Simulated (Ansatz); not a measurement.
`[CH3][Al]([SH])[Cl]` + NH₃ → `[CH3][Al]([NH2])[Cl]` + H₂S at 700 K and 1 bar (ligand exchange at the Al–S bond).

Computed with Ansatz on PBE0-D4/def2-TZVP structures; ΔE is electronic, products minus reactants. CBS: MP2 limit from def2 TZ/QZ plus the TZ coupled-cluster correction, frozen cores. This one scheme is used for every species. One conformer a species, not always the lowest.

| species | CCSD(T)/CBS energy (Eh) | H − E (kJ/mol) | S (J/(mol·K)) |
| --- | --- | --- | --- |
| `[CH3][Al]([SH])[Cl]` | -1140.16049 | 192.2 | 455.3 |
| NH₃ | -56.50880 | 116.9 | 226.5 |
| `[CH3][Al]([NH2])[Cl]` | -797.68797 | 237.0 | 448.7 |
| H₂S | -398.97279 | 64.8 | 236.9 |

H − E and S are ideal-gas, rigid-rotor, harmonic terms from PBE0-D4/def2-TZVP, for one conformer and one mirror image of each species. 1 Eh = 2625.50 kJ/mol, R = 8.31446 J/(mol·K).

Question: By hand: ΔE, ΔH, ΔS and ΔG.

Answer: ΔE = (-797.68797) + (-398.97279) − (-1140.16049) − (-56.50880) = 0.00853 Eh = 22.4 kJ/mol. Δ(H − E) = 237.0 + 64.8 − 192.2 − 116.9 = -7.3, so ΔH = 15.1 kJ/mol. ΔS = 448.7 + 236.9 − 455.3 − 226.5 = 3.8 J/(mol·K). ΔG = 15.1 − 700 × (3.8)/1000 = 12.4 kJ/mol.

Question: By hand: the equilibrium constant, and the temperature at which ΔG would vanish if ΔH and ΔS stayed fixed.

Answer: log₁₀ K = −ΔG/(RT ln 10) = -0.9. ΔG = 0 at ΔH/ΔS = 3974 K, far beyond where these terms or the molecules hold.

The number of gas molecules stays the same, so ΔS is small and ΔH decides. A doubt of 5 kJ/mol in ΔE shifts log₁₀ K by 0.4 here. Other conformers and mirror images would add mixing entropy, several J/(mol·K) or more a flexible species. Modes under 60 cm⁻¹, often nearly free rotors, make the harmonic entropy too high. These are equilibria of isolated gas molecules and say nothing of rates. Largest T1 diagnostic: 0.010 (customary marks: 0.02 for closed shells, 0.045 for open ones).
